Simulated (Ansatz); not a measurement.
The cluster Sr2S2⁻. The state is a doublet with charge -1. Geometry B3LYP-D4/def2-TZVP, that of the neutral singlet; atoms count from 1.

```xyz
4

Sr   -0.236    1.800    0.007
Sr    0.239   -1.800   -0.008
S     0.741    0.090    1.825
S    -0.744   -0.090   -1.824
```

In the def2 sets Sr takes a core potential; there is no spin–orbit coupling. The highest occupied level of the charge -1 doublet lies above zero (up to 0.23 eV). By energy differences its removal costs 0.68 eV (vertical, to the charge 0 singlet, at PBE0-D4/def2-TZVPD); a positive level beside a positive removal energy at the same level points to self-interaction error. The structure comes from a short search, and lower isomers may exist.

Estimate the Mulliken populations from the PBE0/def2-TZVPD orbitals of Ansatz.


| atom | charge (e) | spin (α − β) |
| --- | --- | --- |
| Sr1 | 0.94 | 0.50 |
| Sr2 | 0.94 | 0.49 |
| S3 | -1.44 | 0.00 |
| S4 | -1.44 | 0.00 |
Mulliken values and Mayer orders depend strongly on the basis. With diffuse functions, as here, like atoms can get unlike values, and bond orders can come out too low or too high.

Where does the spin sit?

Summed by element: Sr 0.99, S 0.01, of 1 unpaired in all. Largest on single atoms: Sr1 0.50, Sr2 0.49, S3 0.00.

And the Mayer bond orders between bonded heavy atoms (over 0.3)?

Sr1–Sr2 0.53 (3.63 Å); Sr1–S3 0.52 (2.68 Å); Sr1–S4 0.52 (2.68 Å); Sr2–S3 0.52 (2.68 Å); Sr2–S4 0.52 (2.68 Å).
